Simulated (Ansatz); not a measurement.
`[BH2][AlH][CH2]OC` + `[OH][AlH][SiH3]` → `[BH2][AlH][OH]` + `CO[CH2][AlH][SiH3]`  (redistribution)

Isolated molecules relaxed with PBE0-D4/def2-TZVP in Ansatz; ΔE leaves out vibrations. CBS: MP2 limit from def2 TZ/QZ plus the TZ coupled-cluster correction, frozen cores. DFT in def2-TZVPP. B3LYP here is the variant with VWN-RPA as its local correlation; programs differ in this. Each species was taken in one conformer, which may not be the lowest.

`[BH2][AlH][CH2]OC`:

```xyz
13

B     0.199   -1.626    0.945
Al   -1.106   -1.075   -0.596
C    -0.668    0.791   -1.186
O     0.663    1.172   -0.835
C     0.964    0.990    0.491
H     1.262   -2.153    0.750
H    -0.073   -1.436    2.100
H    -2.343   -1.810   -1.277
H    -1.384    1.509   -0.748
H    -0.740    0.921   -2.270
H     1.960    1.392    0.687
H     1.035   -0.111    0.764
H     0.231    1.436    1.175
```

`[OH][AlH][SiH3]`:

Cartesian coordinates in Å:
```
O -0.223 1.163 -1.837
Al -0.620 -0.134 -0.814
Si 0.615 -0.262 1.295
H -0.647 1.311 -2.681
H -1.747 -1.157 -1.273
H 1.225 -1.613 1.468
H -0.305 -0.056 2.451
H 1.703 0.748 1.391
```

`[BH2][AlH][OH]`:

Cartesian coordinates in Å:
```
B 1.358 -0.341 0.622
Al -0.339 0.386 -0.422
O -1.820 -0.384 -0.090
H 2.057 -1.216 0.193
H 1.709 0.104 1.679
H -0.322 1.582 -1.478
H -2.643 -0.131 -0.505
```

`CO[CH2][AlH][SiH3]`:

Z-matrix (Å, degrees):
```
C
O 1 1.393
H 1 1.105 2 111.7
H 1 1.090 2 108.1 3 -119.2
H 1 1.100 2 111.7 3 120.7
C 2 1.419 1 111.9 3 -58.1
Al 6 1.988 2 114.3 1 73.5
H 6 1.099 2 106.3 1 -168.6
H 6 1.103 2 110.6 1 -55.1
Si 7 2.458 6 121.1 2 1.8
H 7 1.594 6 117.9 2 179.2
H 10 1.492 7 112.8 6 136.6
H 10 1.490 7 112.7 6 14.2
H 10 1.494 7 109.4 6 -104.6
```

CCSD(T)/CBS gives -0.03 eV.

Task: Another level gave +0.03 eV. Which?
A. PBE0-D4/def2-TZVPP
B. r2SCAN-D4/def2-TZVPP
C. PBE/def2-TZVPP
D. B3LYP-D4/def2-TZVPP

Result: D. B3LYP-D4 0.03, PBE 0.21, r2SCAN-D4 0.15, PBE0-D4 0.09 eV.

Largest T1 diagnostic among the species: 0.014.

From PBE to PBE0 (25 % exact exchange), in def2-TZVPP and without D4, ΔE moves by −0.12 eV. In def2-TZVPP, CCSD(T) changes the Hartree–Fock value by +0.29 eV (the triples alone add +0.06 eV) and MP2 by +0.28 eV.
